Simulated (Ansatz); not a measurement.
Job for Ansatz (a quantum-chemistry and plane-wave program): R-CCSD(T)/aug-cc-pVDZ on C3H7N (a complex), monomers drawn apart or pushed together.

Ansatz 0.2 input:
```yaml
crystal:
  periodic: [false, false, false]
  atoms:
    - {symbol: C, position_ang: [0.25606074, -0.65223593, 0.03552309]}
    - {symbol: C, position_ang: [-0.09763162, 0.42388681, 0.42229838]}
    - {symbol: H, position_ang: [0.56814363, -1.60838417, -0.30810510]}
    - {symbol: H, position_ang: [-0.41640434, 1.37658497, 0.76902826]}
    - {symbol: C, position_ang: [-0.62164125, 0.55645618, 6.16162137]}
    - {symbol: N, position_ang: [0.56026108, -0.26193375, 5.90614358]}
    - {symbol: H, position_ang: [-0.76388782, 0.66552509, 7.23821074]}
    - {symbol: H, position_ang: [-1.50238242, 0.04740722, 5.76726418]}
    - {symbol: H, position_ang: [-0.59538816, 1.56639149, 5.72548512]}
    - {symbol: H, position_ang: [1.39494191, 0.19184971, 6.25683723]}
    - {symbol: H, position_ang: [0.68666081, -0.39421831, 4.90981324]}
basis:
  gaussian:
    orbitals: aug-cc-pVDZ
magnetization: {spin_polarized: false}
correlation: {method: ccsd_t, electrons: outside_noble_gas}
scf: {lower_state_search: off}
```

Program output:

```
WARN ansatz: RAYON_NUM_THREADS=1 ignored (pool sized by the plan → 1); use --threads N
Functional definition: HF
these checks for a lower state are left out or cut short: stability, starts, cluster_reference, orbital_swaps, neighbouring_geometries, increment
integrals: 0.46 GiB planned
1533 factors; integrals over basis functions are off by at most 9.3e-4 eV
mean field: 0.40 GiB planned
mean field evaluation 1: about -4678.0495 eV, gradient 4.0e1 eV
mean field evaluation 2: about -4678.0499 eV, gradient 4.0e1 eV
mean field evaluation 4: about -4681.9399 eV, gradient 3.6e0 eV
mean field evaluation 8: about -4681.9815 eV, gradient 1.8e-4 eV
mean field -4681.98147683 eV, -172.0596457123 hartree, gradient 1.9e-6 eV, S^2 0.000000; 0 other end points of the search recorded, 0 dependent functions left out
4 core orbitals not correlated
reference -4681.98147683 eV, -172.0596457123 hartree; 12, 12 occupied and 139, 139 virtual orbitals, 1533 factors
second order -16.45554550 eV of doubles, -0.00000000 eV of singles
coupled cluster: 1.35 GiB planned
cycle   1  -17.11835750 eV  change   -6.6e-1 eV  update   8.9e-2
cycle   2  -17.59351670 eV  change   -4.8e-1 eV  update   2.8e-2
cycle   3  -17.69132760 eV  change   -9.8e-2 eV  update   1.2e-2
cycle   4  -17.69442742 eV  change   -3.1e-3 eV  update   3.9e-3
cycle   5  -17.69672222 eV  change   -2.3e-3 eV  update   1.4e-3
cycle   6  -17.69703570 eV  change   -3.1e-4 eV  update   4.1e-4
cycle   7  -17.69700240 eV  change    3.3e-5 eV  update   1.2e-4
cycle   8  -17.69704149 eV  change   -3.9e-5 eV  update   4.2e-5
cycle   9  -17.69704153 eV  change   -4.4e-8 eV  update   1.5e-5
perturbative correction -0.62036000 eV, -0.0227978093 hartree
Total energy: -4700.29887835 eV, -172.7327978025 hartree
Checks for a lower state left out: stability, starts, cluster_reference, orbital_swaps, neighbouring_geometries, increment
```

Self-consistency was reached.

Cost: around 30 core-seconds (rough).
